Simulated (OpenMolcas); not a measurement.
Al+: effect of the level shift or regulariser

```
Program             : OpenMolcas
Basis               : ANO-RCC-VTZP [5s4p2d1f]
Scalar Hamiltonian  : DKH2, point nucleus
Active space        : 2 electrons in 4 orbitals (3s 3p)
State averaging     : 2S+1 = 3 even, 3 roots; 2S+1 = 1 even, 7 roots; 2S+1 = 3 odd, 3 roots; 2S+1 = 1 odd, 3 roots
Spin-orbit coupling : RASSI with atomic mean-field integrals over the reference wave functions, term energies averaged over their components
```

Methods on the same reference wave functions:
A. CASSCF
B. MS-CASPT2, IPEA 0.25 Eh, imaginary shift 0.1 Eh (closed shells correlated: 2s 2p)
C. MS-CASPT2, IPEA 0.25 Eh, real shift 0.2 Eh (closed shells correlated: 2s 2p)

Energies in cm⁻¹ above 3s² ¹S₀, the measured ground level; measured values from NIST Handbook of Basic Atomic Spectroscopic Data.

| Level | A | B | C | Measured |
| --- | --- | --- | --- | --- |
| 3s² ¹S₀ | 0.0 | 0.0 | 0.0 | 0.0 |
| 3s 3p ³P°₀ | 36051 | 36927 | 36916 | 37393 |
| 3s 3p ³P°₁ | 36102 | 36978 | 36967 | 37454 |
| 3s 3p ³P°₂ | 36204 | 37080 | 37069 | 37578 |
| 3s 3p ¹P°₁ | 66633 | 61780 | 61937 | 59852 |
| 3p² ³P₀ | 93141 | 93993 | 93977 | 94085 |
| 3p² ³P₁ | 93191 | 94043 | 94027 | 94147 |
| 3p² ³P₂ | 93289 | 94130 | 94121 | 94269 |
| 3p² ¹D₂ | 101739 | 94565 | 95306 | 85481 |
| 3p² ¹S₀ | 121164 | 112645 | 112951 | 111637 |

Deviations, from unrounded energies. A percentage is the sum of absolute deviations over the sum of measured energies, with the sign that they share, or ± where signs differ.

```
           Against measurement  Levels     A     B     C
mean absolute deviation (cm-1)       9  4400  1500  1700
      other configurations (%)       9  ±6.1  ±2.1  ±2.3
```

B lies closest to measurement on these levels and A furthest from it. The largest miss of B in the table is 3p² ¹D₂, by +9100 cm-1. The ranking rests on the paired levels alone, and a cruder setting can come out closer through cancelling errors.

Between B and C the level of the table that moves most is 3p² ¹D₂, by 740 cm-1 (lowest in B, highest in C).

The lowest spin-free term lies below A's lowest term by 0.215 hartree in B, 0.215 hartree in C.

Over all roots computed the reference weight is 0.92 to 0.98 in B; the roots of lowest weight are the least certain, and an intruder state may touch them. The ¹D term of p² mixes with s d, which this space lacks. Without dynamic correlation excited terms often stand tens of per cent too high (terms of higher spin than the ground term too low), and those without a measured partner can miss by more than the paired ones (holds for A). Measured partners are found by configuration, term and J. A level has none where our copy of the source lacks it or the pairing is in doubt (some pairs that miss far off the trend of their configuration count as doubtful), and it then counts in no deviation. Only configurations of the active space appear.

° marks odd parity.
